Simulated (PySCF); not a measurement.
## Excitation energy of Sn by level of theory

Sn [Kr] 4d10 5s2 5p2 (3P) → Sn [Kr] 4d10 5s2 5p1 5d1 (high-spin determinant), as a difference of total energies. Calculation: PySCF 2.14, in x2c-TZVPPall with one added diffuse shell each of s, p, d, f type (9s7p5d3f, 76 functions); the spin-free X2C one-electron Hamiltonian (Gaussian nucleus). Correlated levels: valence and next inner shell: [Ar] 3d10 frozen. The calculations carry no spin-orbit coupling.

| method | excitation energy (eV) |
| --- | --- |
| UHF | 5.517 |
| MP2 (valence and next inner shell) | 5.662 |
| SCS-MP2 (valence and next inner shell) | 5.603 |
| CCSD (valence and next inner shell) | 5.572 |
| CCSD(T) (valence and next inner shell) | 5.512 |

The promoted electron is Rydberg-like, and one or two diffuse shells describe it only roughly, which tends to raise the upper state.

The coupled-cluster amplitudes are large for the upper state (T1 above 0.03 or a double amplitude above 0.15), so a single reference is strained.

The determinant of the upper state mixes LS terms, which raises its energy above the lowest term, most at the Hartree-Fock and MP2 levels.
